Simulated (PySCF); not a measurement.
Gas-phase equilibrium of 1 mol H₂S, 29 mol SO₂ at 600 K and 10.0 bar, among 21 species (S₂O, SO₂, O₂, O, S₂, S₆, HO₂, H₂S₂, H₂O, H, H₂O₂, H₂S, O₃, SO, SH, H₂, S₈, S, SO₃, H₂SO₄, OH). Only gases are allowed; each row takes one source of thermochemistry for all species, and Cantera finds the minimum.

Method: PySCF energies plus ideal-gas RRHO corrections (1 bar). S°(298 K) at PBE0/def2-TZVP differs from the NASA 1993 table for S₈ (-8 J/mol/K); whether the harmonic model or the table's entry is off was not settled. † marks an energy on the PBE0/def2-TZVP geometry and frequencies; other levels use their own. CCSD(T) freezes the core. 6-31G* has spherical d functions here. Open shells (unrestricted) among the columns below: S₂ (multiplicity 3); the rest are closed-shell singlets. B3LYP is the form with VWN-RPA correlation. No R ln 2 is added for the mirror-image form of H₂SO₄. CCSD(T) isn't extrapolated to the basis-set limit. The harmonic model lacks anharmonicity and excited electronic states, which grow with temperature; levels with a mode under 35 cm⁻¹ are left out. Internal rotation in H₂SO₄ is treated as a harmonic vibration of one conformer, which makes the entropy rough. Soft modes under 120 cm⁻¹ make the harmonic entropy rough for S₈. Warning, large T1 diagnostic: SO₂ (CCSD(T)/def2-SVP†).

Molecules larger than those listed are left out.

With B3LYP/6-31G* thermochemistry: SO₂ 0.94, H₂O 0.033, S₂ 0.024, S₈ 3.3e-7, H₂SO₄ 3.0e-11, S₆ 1.7e-7, H₂S 0.00046.

Question: How far does the composition move with the other sources (CCSD(T)/def2-SVP†, M06-2X/def2-TZVP†, PBE0/def2-TZVP, LDA/def2-TZVP†)?

Answer: 
| thermochemistry | x SO₂ | x H₂O | x S₂ | x S₈ | x H₂SO₄ | x S₆ | x H₂S |
|---|---|---|---|---|---|---|---|
| B3LYP/6-31G* | 0.94 | 0.033 | 0.024 | 3.3e-7 | 3.0e-11 | 1.7e-7 | 0.00046 |
| CCSD(T)/def2-SVP† | 0.94 | 0.033 | 0.025 | 2.7e-11 | <1e-12 | 5.6e-9 | 8.7e-6 |
| M06-2X/def2-TZVP† | 0.96 | 0.034 | 0.00020 | 0.0037 | 1.1e-6 | 0.0034 | 2.7e-5 |
| PBE0/def2-TZVP | 0.96 | 0.034 | 0.00037 | 0.0055 | 1.2e-6 | 0.00099 | 8.7e-5 |
| LDA/def2-TZVP† | 0.96 | 0.028 | 6.7e-9 | 0.0066 | 0.0059 | 0.00015 | 9.5e-6 |
The most sensitive of these is H₂SO₄: it spans a factor of 10^9.8 over these rows; at this temperature one factor of ten is RT ln 10 = 11 kJ/mol.
